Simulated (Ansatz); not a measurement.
`ClC[SiH2]Cl` + `N=C=O` → `O=C=N[SiH2]Cl` + `CCl` at 298.15 K and 1 bar (ligand exchange at the Si–C bond).

Calculated with Ansatz (gas phase, PBE0-D4/def2-TZVP geometries, no zero-point term in ΔE). CCSD(T)/CBS is the MP2 limit (def2-TZVPP, def2-QZVPP) plus CCSD(T) − MP2 in def2-TZVPP, frozen cores. This one scheme is used for every species. Each species was taken in one conformer, which may not be the lowest.

| species | CCSD(T)/CBS energy (Eh) | H − E (kJ/mol) | S (J/(mol·K)) |
| --- | --- | --- | --- |
| `ClC[SiH2]Cl` | -1249.14529 | 141.8 | 331.0 |
| `N=C=O` | -168.51995 | 67.5 | 238.3 |
| `O=C=N[SiH2]Cl` | -918.06992 | 105.0 | 344.5 |
| `CCl` | -499.63220 | 109.7 | 234.1 |

H − E and S are ideal-gas, rigid-rotor, harmonic terms from PBE0-D4/def2-TZVP, for one conformer and one mirror image of each species. 1 Eh = 2625.50 kJ/mol, R = 8.31446 J/(mol·K).

Task: By hand: ΔE, ΔH, ΔS and ΔG.

Result: ΔE = (-918.06992) + (-499.63220) − (-1249.14529) − (-168.51995) = -0.03688 Eh = -96.8 kJ/mol. Δ(H − E) = 105.0 + 109.7 − 141.8 − 67.5 = 5.4, so ΔH = -91.4 kJ/mol. ΔS = 344.5 + 234.1 − 331.0 − 238.3 = 9.3 J/(mol·K). ΔG = -91.4 − 298.15 × (9.3)/1000 = -94.2 kJ/mol.

Task: By hand: the equilibrium constant, and the temperature at which ΔG would vanish if ΔH and ΔS stayed fixed.

Result: log₁₀ K = −ΔG/(RT ln 10) = 16.5. ΔH and −TΔS have one sign here, so there is no such temperature.

The number of gas molecules stays the same, so ΔS is small and ΔH decides. A doubt of 5 kJ/mol in ΔE shifts log₁₀ K by 0.9 here. Other conformers and mirror images would add mixing entropy, several J/(mol·K) or more a flexible species. Modes under 60 cm⁻¹, often nearly free rotors, make the harmonic entropy too high. These are equilibria of isolated gas molecules and say nothing of rates. Largest T1 diagnostic: 0.018 (customary marks: 0.02 for closed shells, 0.045 for open ones).

ΔS is within the doubt of such terms, so its sign, and with it that verdict, could turn.
